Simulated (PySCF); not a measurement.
H$_{2}$BrF$_{2}$GeN (SMILES [NH2][Ge]([F])([F])[Br]), singlet, at a GFN2-xTB geometry, with bond 7-1 at 1.8 times its length; CASSCF(6,4)/STO-3G run with PySCF.

The PySCF input:
```python
from pyscf import gto, scf, mcscf
import numpy

mol = gto.Mole()
mol.atom = '''
    N     2.149096    0.157822    0.487319
    Ge    0.392686    0.428153    0.301783
    F    -0.240334    0.672522    1.883722
    F     0.206476    1.941190   -0.497596
    Br   -0.928109   -1.083912   -0.751606
    H     2.453919   -0.580936    1.103815
    H     3.185744    0.213584   -1.003651
'''
mol.basis = 'sto-3g'
mol.charge = 0
mol.spin = 0
mol.verbose = 4
mol.build()

mf = scf.RHF(mol)
mf.kernel()
mc = mcscf.CASSCF(mf, 4, 6)
mc.fix_spin_(ss=0.0)
mc.kernel()
occ = numpy.linalg.eigvalsh(mc.fcisolver.make_rdm1(mc.ci, mc.ncas, mc.nelecas))[::-1]
ss = mc.fcisolver.spin_square(mc.ci, mc.ncas, mc.nelecas)[0]
print('natural occupations', occ.round(4), ' <S^2>', round(ss, 4))
```

Task: What does PySCF print? Leave out banner, timings and long lists.

Result: 
```
PySCF version 2.14.0

[INPUT] verbose = 4
[INPUT] num. atoms = 7
[INPUT] num. electrons = 94
[INPUT] charge = 0
[INPUT] spin (= nelec alpha-beta = 2S) = 0
[INPUT] symmetry False subgroup None
[INPUT] Mole.unit = angstrom
[INPUT] Symbol           X                Y                Z      unit          X                Y                Z       unit  Magmom
[...]
nuclear repulsion = 716.329635953424
number of shells = 27
number of NR pGTOs = 159
number of NR cGTOs = 53
basis = sto-3g
ecp = {}

******** <class 'pyscf.scf.hf.RHF'> ********
method = RHF
initial guess = minao
damping factor = 0
level_shift factor = 0
DIIS = <class 'pyscf.scf.diis.CDIIS'>
diis_start_cycle = 1
diis_space = 8
diis_damp = 0
SCF conv_tol = 1e-09
SCF conv_tol_grad = None
SCF max_cycles = 50
direct_scf = True
direct_scf_tol = 1e-13
Set gradient conv threshold to 3.16228e-05
Initial guess from minao.
init E= -4840.69305482309
[...]
cycle= 1 E= -4847.10449400058  delta_E= -6.41  |g|= 0.494  |ddm|= 3.28
[...]
cycle= 2 E= -4847.25868631954  delta_E= -0.154  |g|= 0.199  |ddm|= 1.21
[...]
cycle= 3 E= -4847.27555081597  delta_E= -0.0169  |g|= 0.0837  |ddm|= 0.442
[...]
cycle= 4 E= -4847.27951872458  delta_E= -0.00397  |g|= 0.021  |ddm|= 0.164
[...]
cycle= 5 E= -4847.27994314539  delta_E= -0.000424  |g|= 0.00533  |ddm|= 0.0777
[...]
cycle= 6 E= -4847.27997529024  delta_E= -3.21e-05  |g|= 0.0016  |ddm|= 0.0222
[...]
cycle= 7 E= -4847.27997944135  delta_E= -4.15e-06  |g|= 0.000663  |ddm|= 0.00806
[...]
cycle= 8 E= -4847.27998051142  delta_E= -1.07e-06  |g|= 0.000318  |ddm|= 0.0039
[...]
cycle= 9 E= -4847.27998081573  delta_E= -3.04e-07  |g|= 9.83e-05  |ddm|= 0.0026
[...]
cycle= 10 E= -4847.27998083899  delta_E= -2.33e-08  |g|= 2.39e-05  |ddm|= 0.000756
[...]
cycle= 11 E= -4847.27998083984  delta_E= -8.55e-10  |g|= 5.16e-06  |ddm|= 0.000134
[...]
Extra cycle  E= -4847.27998083987  delta_E= -3.09e-11  |g|= 2.48e-06  |ddm|= 1.26e-05
converged SCF energy = -4847.27998083987

******** <class 'pyscf.mcscf.mc1step.CASSCF'> ********
CAS (3e+3e, 4o), ncore = 44, nvir = 5
max_cycle_macro = 50
max_cycle_micro = 4
conv_tol = 1e-07
conv_tol_grad = None
orbital rotation max_stepsize = 0.02
orbital rotation threshold for CI restart = 0.01
augmented hessian ah_max_cycle = 30
augmented hessian ah_conv_tol = 1e-12
augmented hessian ah_linear dependence = 1e-14
augmented hessian ah_level shift = 1e-08
augmented hessian ah_start_tol = 2.5
augmented hessian ah_start_cycle = 3
augmented hessian ah_grad_trust_region = 3
kf_trust_region = 3
kf_interval = 4
ci_response_space = 4
ci_grad_trust_region = 3
with_dep4 0
natorb = False
canonicalization = True
sorting_mo_energy = False
ao2mo_level = 2
internal_rotation = False
******** <class 'pyscf.fci.addons.SpinPenaltyFCISolver'> ********
max. cycles = 50
conv_tol = 1e-08
davidson only = True
linear dependence = 1e-12
level shift = 0.001
max iter space = 12
nroots = 1
pspace_size = 400
spin = None
CASCI E = -4847.29077157441  S^2 = 0.0000000
Set conv_tol_grad to 0.000316228
macro iter   1 ( 21 JK    4 micro), CASSCF E = -4847.34606299450  dE = -5.52914201e-02  S^2 = 0.0000000
               |grad[o]|=0.0458  |grad[c]|=0.0731  |ddm|=0.162  |maxRot[o]|= 0.28
macro iter   2 ( 21 JK    4 micro), CASSCF E = -4847.36917761133  dE = -2.31146168e-02  S^2 = 0.0000000
               |grad[o]|=0.0819  |grad[c]|=0.0244  |ddm|=0.0397  |maxRot[o]|=0.292
macro iter   3 ( 21 JK    4 micro), CASSCF E = -4847.37180488405  dE = -2.62727272e-03  S^2 = 0.0000000
               |grad[o]|=0.0269  |grad[c]|=0.00694  |ddm|=0.0257  |maxRot[o]|=0.121
macro iter   4 (  7 JK    2 micro), CASSCF E = -4847.37187245619  dE = -6.75721421e-05  S^2 = 0.0000000
               |grad[o]|=0.0056  |grad[c]|=0.0053  |ddm|=0.0088  |maxRot[o]|=0.0699
macro iter   5 (  7 JK    2 micro), CASSCF E = -4847.37193312478  dE = -6.06685899e-05  S^2 = 0.0000000
               |grad[o]|=0.00472  |grad[c]|=0.0126  |ddm|=0.0127  |maxRot[o]|=0.0699
macro iter   6 (  7 JK    2 micro), CASSCF E = -4847.37201368648  dE = -8.05616919e-05  S^2 = 0.0000000
               |grad[o]|=0.00422  |grad[c]|=0.0231  |ddm|=0.024  |maxRot[o]|=0.0699
macro iter   7 (  7 JK    2 micro), CASSCF E = -4847.37209401447  dE = -8.03279972e-05  S^2 = 0.0000000
               |grad[o]|=0.00374  |grad[c]|=0.0244  |ddm|=0.0283  |maxRot[o]|=0.0692
macro iter   8 (  7 JK    2 micro), CASSCF E = -4847.37215182331  dE = -5.78088393e-05  S^2 = 0.0000000
               |grad[o]|=0.00341  |grad[c]|=0.00749  |ddm|=0.017  |maxRot[o]|=0.0655
macro iter   9 (  7 JK    2 micro), CASSCF E = -4847.37217067694  dE = -1.88536233e-05  S^2 = 0.0000000
               |grad[o]|=0.00279  |grad[c]|=0.00701  |ddm|=0.00177  |maxRot[o]|=0.0699
macro iter  10 ( 12 JK    3 micro), CASSCF E = -4847.37217757549  dE = -6.89855824e-06  S^2 = 0.0000000
               |grad[o]|=0.00215  |grad[c]|=0.00687  |ddm|=0.000578  |maxRot[o]|=0.149
macro iter  11 (  7 JK    2 micro), CASSCF E = -4847.37218670296  dE = -9.12746691e-06  S^2 = 0.0000000
               |grad[o]|=0.00348  |grad[c]|=0.0113  |ddm|=0.000574  |maxRot[o]|=0.0668
macro iter  12 (  7 JK    2 micro), CASSCF E = -4847.37219279618  dE = -6.09322069e-06  S^2 = 0.0000000
               |grad[o]|=0.00172  |grad[c]|=0.00301  |ddm|=0.000267  |maxRot[o]|=0.0699
macro iter  13 (  7 JK    2 micro), CASSCF E = -4847.37219841877  dE = -5.62258992e-06  S^2 = 0.0000000
               |grad[o]|=0.00122  |grad[c]|=0.00249  |ddm|=0.000163  |maxRot[o]|=0.0699
macro iter  14 (  7 JK    2 micro), CASSCF E = -4847.37220438062  dE = -5.96185055e-06  S^2 = 0.0000000
               |grad[o]|=0.00116  |grad[c]|=0.00175  |ddm|=0.000175  |maxRot[o]|=0.0699
macro iter  15 (  7 JK    2 micro), CASSCF E = -4847.37221150263  dE = -7.12200381e-06  S^2 = 0.0000000
               |grad[o]|=0.00107  |grad[c]|=0.00123  |ddm|=0.000168  |maxRot[o]|=0.0699
macro iter  16 (  7 JK    2 micro), CASSCF E = -4847.37222011175  dE = -8.60912860e-06  S^2 = 0.0000000
[...]
               |grad[o]|=0.00244  |grad[c]|=0.0117  |ddm|=0.000215  |maxRot[o]|=0.098
macro iter  22 ( 17 JK    4 micro), CASSCF E = -4847.37226028337  dE =  3.43335523e-05  S^2 = 0.0000000
               |grad[o]|=0.00248  |grad[c]|=0.0109  |ddm|=0.000507  |maxRot[o]|=0.118
macro iter  23 ( 21 JK    4 micro), CASSCF E = -4847.37225816634  dE =  2.11702809e-06  S^2 = 0.0000000
               |grad[o]|=0.00265  |grad[c]|=0.000252  |ddm|=0.000139  |maxRot[o]|=0.013
macro iter  24 ( 25 JK    4 micro), CASSCF E = -4847.37226128708  dE = -3.12073462e-06  S^2 = 0.0000000
               |grad[o]|=0.00213  |grad[c]|=0.000408  |ddm|=5.49e-05  |maxRot[o]|=0.0154
macro iter  25 ( 21 JK    4 micro), CASSCF E = -4847.37226033018  dE =  9.56893928e-07  S^2 = 0.0000000
               |grad[o]|=0.00188  |grad[c]|=0.000782  |ddm|=0.000177  |maxRot[o]|=0.0107
macro iter  26 ( 25 JK    4 micro), CASSCF E = -4847.37226306994  dE = -2.73975274e-06  S^2 = 0.0000000
               |grad[o]|=0.00148  |grad[c]|=0.000631  |ddm|=4.06e-05  |maxRot[o]|=0.0127
macro iter  27 ( 21 JK    4 micro), CASSCF E = -4847.37226187027  dE =  1.19966353e-06  S^2 = 0.0000000
               |grad[o]|=0.00136  |grad[c]|=0.000635  |ddm|=0.000124  |maxRot[o]|=0.0075
macro iter  28 ( 25 JK    4 micro), CASSCF E = -4847.37226459751  dE = -2.72723810e-06  S^2 = 0.0000000
               |grad[o]|=0.00116  |grad[c]|=0.000687  |ddm|=3.29e-05  |maxRot[o]|=0.0123
macro iter  29 (  7 JK    2 micro), CASSCF E = -4847.37227380120  dE = -9.20368439e-06  S^2 = 0.0000000
               |grad[o]|=0.00109  |grad[c]|=0.000311  |ddm|=0.000103  |maxRot[o]|=0.021
macro iter  30 (  7 JK    2 micro), CASSCF E = -4847.37229046232  dE = -1.66611217e-05  S^2 = 0.0000000
               |grad[o]|=0.00096  |grad[c]|=0.000726  |ddm|=0.000186  |maxRot[o]|=0.0383
macro iter  31 (  7 JK    2 micro), CASSCF E = -4847.37231762082  dE = -2.71585004e-05  S^2 = 0.0000000
               |grad[o]|=0.00089  |grad[c]|=0.00162  |ddm|=0.000288  |maxRot[o]|=0.0518
macro iter  32 (  7 JK    2 micro), CASSCF E = -4847.37235351886  dE = -3.58980424e-05  S^2 = 0.0000000
               |grad[o]|=0.000942  |grad[c]|=0.00269  |ddm|=0.000351  |maxRot[o]|=0.0602
macro iter  33 (  7 JK    2 micro), CASSCF E = -4847.37239490366  dE = -4.13847993e-05  S^2 = 0.0000000
               |grad[o]|=0.00102  |grad[c]|=0.00411  |ddm|=0.000552  |maxRot[o]|=0.0649
macro iter  34 (  7 JK    2 micro), CASSCF E = -4847.37242794384  dE = -3.30401836e-05  S^2 = 0.0000000
               |grad[o]|=0.00102  |grad[c]|=0.00498  |ddm|=0.00062  |maxRot[o]|=0.0673
macro iter  35 ( 17 JK    4 micro), CASSCF E = -4847.37236210395  dE =  6.58398912e-05  S^2 = 0.0000000
               |grad[o]|=0.000748  |grad[c]|=0.0243  |ddm|=0.00145  |maxRot[o]|= 0.11
macro iter  36 ( 21 JK    4 micro), CASSCF E = -4847.37236601828  dE = -3.91432695e-06  S^2 = 0.0000000
               |grad[o]|=0.00209  |grad[c]|=0.00224  |ddm|=0.000283  |maxRot[o]|=0.0285
macro iter  37 (  7 JK    2 micro), CASSCF E = -4847.37239779744  dE = -3.17791619e-05  S^2 = 0.0000000
               |grad[o]|=0.00147  |grad[c]|=0.00167  |ddm|=0.000312  |maxRot[o]|=0.038
macro iter  38 (  7 JK    2 micro), CASSCF E = -4847.37243567635  dE = -3.78789045e-05  S^2 = 0.0000000
               |grad[o]|=0.00105  |grad[c]|=0.0044  |ddm|=0.000474  |maxRot[o]|=0.0515
macro iter  39 (  7 JK    2 micro), CASSCF E = -4847.37244851530  dE = -1.28389502e-05  S^2 = 0.0000000
               |grad[o]|=0.000576  |grad[c]|=0.00489  |ddm|=0.000353  |maxRot[o]|=0.0408
macro iter  40 ( 12 JK    3 micro), CASSCF E = -4847.37243935755  dE =  9.15774217e-06  S^2 = 0.0000000
               |grad[o]|=0.000457  |grad[c]|=0.00284  |ddm|=0.000231  |maxRot[o]|=0.0345
macro iter  41 ( 21 JK    4 micro), CASSCF E = -4847.37244361974  dE = -4.26218958e-06  S^2 = 0.0000000
               |grad[o]|=0.000545  |grad[c]|=0.00412  |ddm|=0.000179  |maxRot[o]|=0.0744
macro iter  42 ( 21 JK    4 micro), CASSCF E = -4847.37244445230  dE = -8.32557816e-07  S^2 = 0.0000000
               |grad[o]|=0.000356  |grad[c]|=0.00887  |ddm|=0.000917  |maxRot[o]|= 0.11
macro iter  43 ( 17 JK    4 micro), CASSCF E = -4847.37243992193  dE =  4.53037501e-06  S^2 = 0.0000000
               |grad[o]|=0.000604  |grad[c]|=0.00558  |ddm|=0.000252  |maxRot[o]|=0.0464
macro iter  44 ( 12 JK    3 micro), CASSCF E = -4847.37244457500  dE = -4.65307494e-06  S^2 = 0.0000000
               |grad[o]|=0.000509  |grad[c]|=0.00152  |ddm|=6.78e-05  |maxRot[o]|=0.0292
macro iter  45 (  7 JK    2 micro), CASSCF E = -4847.37244779300  dE = -3.21799598e-06  S^2 = 0.0000000
               |grad[o]|=0.000379  |grad[c]|=0.00128  |ddm|=8.17e-05  |maxRot[o]|=0.0327
macro iter  46 (  7 JK    2 micro), CASSCF E = -4847.37245081964  dE = -3.02664284e-06  S^2 = 0.0000000
               |grad[o]|=0.000245  |grad[c]|=0.00273  |ddm|=0.000134  |maxRot[o]|=0.0369
macro iter  47 ( 12 JK    3 micro), CASSCF E = -4847.37244254105  dE =  8.27859367e-06  S^2 = 0.0000000
               |grad[o]|=0.000389  |grad[c]|=0.00349  |ddm|=0.000771  |maxRot[o]|=0.0429
macro iter  48 ( 21 JK    4 micro), CASSCF E = -4847.37244560152  dE = -3.06047332e-06  S^2 = 0.0000000
               |grad[o]|=0.000388  |grad[c]|=0.000612  |ddm|=8.59e-05  |maxRot[o]|=0.0366
macro iter  49 (  7 JK    2 micro), CASSCF E = -4847.37244827416  dE = -2.67264113e-06  S^2 = 0.0000000
               |grad[o]|=0.000205  |grad[c]|=0.00116  |ddm|=4.86e-05  |maxRot[o]|=0.0348
macro iter  50 ( 21 JK    4 micro), CASSCF E = -4847.37244594737  dE =  2.32679031e-06  S^2 = 0.0000000
               |grad[o]|=0.00019  |grad[c]|=0.00324  |ddm|=0.000106  |maxRot[o]|=0.0561
1-step CASSCF not converged,  50 macro (623 JK 141 micro) steps
CASSCF canonicalization
Density matrix diagonal elements [1.99937056 1.8395607  1.85865641 0.30241233]
CASSCF energy = -4847.37244594737
CASCI E = -4847.37244594737  E(CI) = -10.9054196429561  S^2 = 0.0000000
natural occupations [1.9997 1.9994 1.7056 0.2952]  <S^2> 0.0
```

Convergence was not reached.
